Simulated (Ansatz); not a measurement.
Reaction (cleavage of the Si–In bond): `F[CH2][InH][SiH3]` + `BC[SiH2]S` → `BC[SiH2]S[SiH3]` + `F[CH2][InH2]`

Isolated molecules relaxed with PBE0-D4/def2-TZVP in Ansatz; ΔE leaves out vibrations. CCSD(T)/CBS is the MP2 limit (def2-TZVPP, def2-QZVPP) plus CCSD(T) − MP2 in def2-TZVPP, frozen cores. Functionals use def2-TZVPP. B3LYP here is the variant with VWN-RPA as its local correlation; programs differ in this. def2 core potentials past Kr. For In outer-core shells are correlated without core-valence functions, which leaves a few kJ/mol of doubt a bond. Each species was taken in one conformer, which may not be the lowest.

```csv
level,ΔE (kJ/mol),difference from CCSD(T)/CBS
PBE-D4,-26.2,3.3
r2SCAN-D4,-30.8,-1.3
PBE0-D4,-29.4,0.1
B3LYP-D4,-28.9,0.6
ωB97X-V,-31.6,-2.1
ωB97M-V,-34.8,-5.3
B2PLYP,-22.4,7.1
PBE,-16.8,12.7
r2SCAN,-28.6,0.9
PBE0,-21.3,8.2
B3LYP,-13.4,16.1
HF/def2-TZVPP,-20.4,9.1
MP2/def2-TZVPP,-35.4,-5.9
SCS-MP2/def2-TZVPP,-31.5,-2.0
CCSD/def2-TZVPP,-25.0,4.5
CCSD(T)/def2-TZVPP,-27.9,1.6
HF/def2-QZVPP,-20.8,8.7
MP2/def2-QZVPP,-36.5,-7.0
SCS-MP2/def2-QZVPP,-32.6,-3.1
HF/CBS(def2),-20.9,8.6
MP2/CBS(def2),-37.0,-7.5
CCSD/CBS(def2),-26.6,2.9
CCSD(T)/CBS,-29.5,0
```

Largest T1 diagnostic among the species: 0.013.

In def2-TZVPP, CCSD(T) changes the Hartree–Fock value by −7.5 kJ/mol (the triples alone add −2.9 kJ/mol) and MP2 by −15.0 kJ/mol. From PBE to PBE0 (25 % exact exchange), in def2-TZVPP and without D4, ΔE moves by −4.5 kJ/mol.
